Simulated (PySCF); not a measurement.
Compound: C₆H₉BN₂O.
SMILES: `c1coc(B2NCCN2)c1`

The closed-shell ground state was solved at several levels (PySCF, density fitting, gas phase, non-relativistic). The structure is a single PBE0-D3(BJ)/def2-SVP conformer in the gas phase; no vibrational or solvent corrections.

```
         level  basis functions  total energy (Eh)  HOMO (eV)  LUMO (eV)  gap (eV)  dipole (D)
  KT2/pcSseg-1              215          -451.1834      -4.90      -1.00      3.90        0.80
PBE0/def2-SVPD              275          -442.8908      -6.22      -0.26      5.96        0.69
```

What might PBE0/pcSseg-1 (215 basis functions) give for the same quantities?

Total energy -443.1302 Eh, HOMO -6.13 eV, LUMO -0.13 eV, gap 6.00 eV, dipole 0.79 D.

Over all these levels, which gives the widest orbital gap and which the narrowest?

PBE0/pcSseg-1 (global hybrid, 25 % exact exchange) has the widest, 6.00 eV, and KT2/pcSseg-1 (GGA) the narrowest, 3.90 eV. The two share the basis. From the narrowest to the widest the HOMO moves by -1.23 eV and the LUMO by +0.87 eV.

How far do the dipole and the HOMO energy spread over the levels?

The dipole runs from 0.69 to 0.80 D (mean 0.76 D) and the HOMO from -6.22 to -4.90 eV.
